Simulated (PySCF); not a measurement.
CH, doublet, at a GFN2-xTB geometry. Base run: PBE/6-31G run with PySCF.

The PySCF input:
```python
from pyscf import gto, scf, dft

mol = gto.Mole()
mol.atom = '''
    C    -0.00000000   -0.00000000   -0.15909141
    H     0.00000000    0.00000000    0.95454846
'''
mol.basis = '6-31g'
mol.spin = 1
mol.verbose = 3
mol.build()

mf = dft.UKS(mol)
mf.xc = 'pbe'
mf.kernel()
```

Variants of this job, named by their change:

```tsv
change	ΔE vs base (mEh)	fitting functions	dipole (D)
base	0.000	-	1.48
auxbasis = cc-pvtz-jkfit	-0.013	109	1.48
auxbasis = even-tempered beta=3.0	-0.837	55	1.48
auxbasis = autoaux	-0.544	90	1.49
auxbasis = cc-pvtz-ri	-0.135	111	1.48
auxbasis = cc-pvqz-jkfit	-0.010	157	1.48
auxbasis = def2-svp-ri	-1.506	62	1.48
auxbasis = def2-universal-jfit	-0.023	60	1.48
auxbasis = even-tempered beta=1.6	-0.529	122	1.49
auxbasis = default (with mf = mf.density_fit())	-0.018	93	1.48
```

A fitting set is made for a task (jfit for Coulomb, jkfit for Coulomb and exchange, ri for correlation) and for a family of orbital bases.

Open shells are given as the SCF converged; they aren't shown to be the lowest states, and a large step between rows can be another state.
